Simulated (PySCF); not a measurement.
**Functional benchmark on one molecule**

Molecule: methyl butanoate (CCCC(=O)OC, C5H10O2).

Numbering as in the mapped SMILES `[CH3:1][CH2:2][CH2:3][C:4](=[O:5])[O:6][CH3:7]` (H(Xn): hydrogen on atom n).

Geometry PBE0-D3(BJ)/def2-SVP throughout; GIAO in PySCF 2.14.0 with density-fitted response routines, gas phase, one conformer, non-relativistic; equivalent atoms averaged; basis pcSseg-1.

Reference values (measured; solution, not stated per compound (mostly CDCl3 or CCl4); Pretsch, Buehlmann, Badertscher, Structure Determination of Organic Compounds, 4th ed. (2009)): δ(C3) = 35.6 ppm, δ(C2) = 18.9 ppm, δ(C1) = 13.8 ppm, δ(H(C3)) = 2.22 ppm, δ(H(C2)) = 1.65 ppm, δ(H(C1)) = 0.98 ppm. Computed shifts are taken against TMS, calculated as an isolated molecule at each level.

Q: How do the functionals PBE, BLYP, BP86, OPBE, KT3, B3LYP, PBE0, CAM-B3LYP, wB97X-D, LC-wPBE perform against the reference? Times are CPU seconds on shared hosts with different chips, so compare them loosely.

A: 
```
functional                    kind    C3    C2    C1  H(C3)  H(C2)  H(C1)  mean abs. error C  mean abs. error H  core-s
       PBE                     GGA  36.7  20.9  15.1   2.22   1.56   0.89                1.5               0.06      31
      BLYP                     GGA  37.7  22.2  15.8   2.22   1.57   0.92                2.5               0.05      30
      BP86                     GGA  36.9  20.9  15.2   2.23   1.55   0.90                1.6               0.06      29
      OPBE                     GGA  34.7  20.4  14.9   2.22   1.57   0.87                1.2               0.06      30
       KT3                     GGA  35.0  21.9  15.8   2.19   1.59   0.91                1.9               0.05      32
     B3LYP           global hybrid  36.9  20.6  15.3   2.17   1.54   0.93                1.5               0.07      33
      PBE0           global hybrid  35.9  19.2  14.7   2.16   1.52   0.90                0.5               0.09      34
 CAM-B3LYP  range-separated hybrid  36.6  19.1  14.5   2.14   1.51   0.92                0.6               0.09      27
   wB97X-D  range-separated hybrid  36.1  18.8  14.8   2.12   1.48   0.91                0.5               0.11      25
   LC-wPBE  range-separated hybrid  35.4  17.1  13.7   2.09   1.44   0.88                0.7               0.15      37
```

For 13C the closest is PBE0 (0.5 ppm, with wB97X-D, CAM-B3LYP, LC-wPBE practically level) and the furthest BLYP (2.5 ppm).

For 1H the closest is BLYP (0.05 ppm, with KT3, PBE, BP86, OPBE, B3LYP practically level) and the furthest LC-wPBE (0.15 ppm). One molecule is a small sample, and vibrational and solvent effects are absent from the calculation.
